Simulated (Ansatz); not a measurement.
Geometry optimisation, Ansatz 0.2.0, DFT PBE-D3(BJ), scalar-relativistic, plane waves, PAW.

Input file:

```yaml
accuracy: low
crystal:
  lattice:
    - [5.784133, 0.0, 0.0]
    - [2.892067, 5.009207, 0.0]
    - [0.0, 0.0, 17.722725]
  atoms:
    - { symbol: Ag, position: [0.1666667, 0.1666667, 0.0564247] }
    - { symbol: Ag, position: [0.6666667, 0.1666667, 0.0564247] }
    - { symbol: Ag, position: [0.1666667, 0.6666667, 0.0564247] }
    - { symbol: Ag, position: [0.6666667, 0.6666667, 0.0564247] }
    - { symbol: Ag, position: [-0.1666667, 0.3333333, 0.189664] }
    - { symbol: Ag, position: [0.3333333, 0.3333333, 0.189664] }
    - { symbol: Ag, position: [-0.1666667, 0.8333333, 0.189664] }
    - { symbol: Ag, position: [0.3333333, 0.8333333, 0.189664] }
    - { symbol: Ag, position: [0.0, 0.0, 0.3229032] }
    - { symbol: Ag, position: [0.5, 0.0, 0.3229032] }
    - { symbol: Ag, position: [0.0, 0.5, 0.3229032] }
    - { symbol: Ag, position: [0.5, 0.5, 0.3229032] }
    - { symbol: Cl, position: [0.852684, 0.3163028, 0.4340599] }
basis:
  ecutwfc: 420.0
kpoints:
  mp_grid: { grid: [3, 3, 1] }
hamiltonian:
  xc: pbe
  dispersion: d3bj
  pseudopotentials: { kind: paw, azcp: { folder: soft_1 } }
scf:
  occupations: { method: fermi_dirac, width: 0.15 }
  lower_state_search: "off"
relax:
  f_tol: 0.08
  max_steps: 25
  adjacent_minimum: "off"
  constraints: [{ sites: [0, 1, 2, 3] }]
```

Command:

```bash
$ ansatz run input.yaml --threads 4 --pin off --max-ram 10240MiB --backend cpu --events-out ev --progress --plain --runs-dir out
```

**Question.** Where does it end, and by what steps?

**Answer.** The forces met the threshold. Limits of this set-up: coarse k mesh, thin slab, slab without dipole correction, odd electron count without spin, a typed lattice constant that wasn't relaxed here, low accuracy level. After 2 steps the energy has fallen by 0.044 eV; Cl13 moved furthest, 0.05 Å.

```json
{"step": "0", "energy less start (eV)": "0.0000", "largest force component (eV/Å)": "0.523", "accepted": "yes"}
{"step": "1", "energy less start (eV)": "-0.0252", "largest force component (eV/Å)": "0.240", "accepted": "yes"}
{"step": "2", "energy less start (eV)": "-0.0439", "largest force component (eV/Å)": "0.048", "accepted": "yes"}
```

```xyz
13
Lattice="5.7841 0.0000 0.0000 2.8921 5.0092 0.0000 0.0000 0.0000 17.7227" Properties=species:S:1:pos:R:3
Ag 1.446 0.835 1.000
Ag 4.338 0.835 1.000
Ag 2.892 3.339 1.000
Ag 5.784 3.339 1.000
Ag 0.001 1.668 3.350
Ag 2.892 1.671 3.382
Ag 1.449 4.173 3.384
Ag 4.336 4.174 3.383
Ag -0.002 -0.035 5.721
Ag 2.892 0.000 5.687
Ag 1.472 2.522 5.720
Ag 4.317 2.517 5.718
Cl 5.827 1.614 7.734
```

Whether the end is a true minimum wasn't checked by a vibrational analysis.

Run time: 17 s on 4 threads of Arm Neoverse V2, with other jobs on the host, peak memory 1.6 GiB.
